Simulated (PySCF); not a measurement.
(H2Al-mu-NH2)2.
Geometry (PBE0-D3(BJ)/def2-SVP, Å), atoms numbered from 1 in this order:
```xyz
12
Al2H8N2 angstrom
Al    -0.3382   -0.9082    1.0497
H     -1.7509   -1.6435    0.9561
H      0.6945   -1.1311    2.2435
N     -0.5691    1.0158    0.6951
Al     0.3588    0.8927   -1.0393
H      1.7702    1.6314   -0.9510
H     -0.6797    1.1094   -2.2305
N      0.5912   -1.0305   -0.6833
H     -0.1206    1.6368    1.3698
H     -1.5417    1.3194    0.6319
H      0.1366   -1.6420   -1.3625
H      1.5645   -1.3329   -0.6285
```

Computed with TDDFT PBE0/def2-SVPD, vertical, gas phase, core orbitals frozen in the response (PySCF 2.14.0, density-fitted response routines).

Ground-to-excited transition dipoles (e·a0, same axes as the geometry; the sign carries no meaning), for the states with f of 0.002 or more among the lowest 15:

```
state  E (eV)      μx      μy      μz
   S5   6.794   0.625   0.129   0.332
   S6   6.976  -0.126  -0.305   0.349
   S9   7.984  -0.068  -0.191   0.226
  S14   8.152   0.649   0.144   0.331
  S15   8.270   0.333  -0.587  -0.407
```

**Question.** Work out the oscillator strengths.

**Answer.** f = (2/3) ΔE |μ|² with ΔE in hartree (27.2114 eV).

```
state  |μ|² (au)  |μ| (D)      f
   S5      0.518     1.83  0.086
   S6      0.231     1.22  0.039
   S9      0.092     0.77  0.018
  S14      0.552     1.89  0.110
  S15      0.621     2.00  0.126
```

**Question.** What angle do the transition dipoles of S14 and S15 make?

**Answer.** |cos θ| = |μa·μb| / (|μa| |μb|) = 0.01, so θ ≈ 90° (taken between 0 and 90°, since the signs are arbitrary).

**Question.** What peak molar absorption coefficient would the strongest computed level give as a lone Gaussian band 0.5 eV wide at half height?

**Answer.** ε(max) = 2.175×10⁸ f / FWHM, with the width in cm⁻¹. S15: 2.175×10⁸ × 0.1259 / 4033 ≈ 6800 L mol⁻¹ cm⁻¹.

One conformer stands for the species.
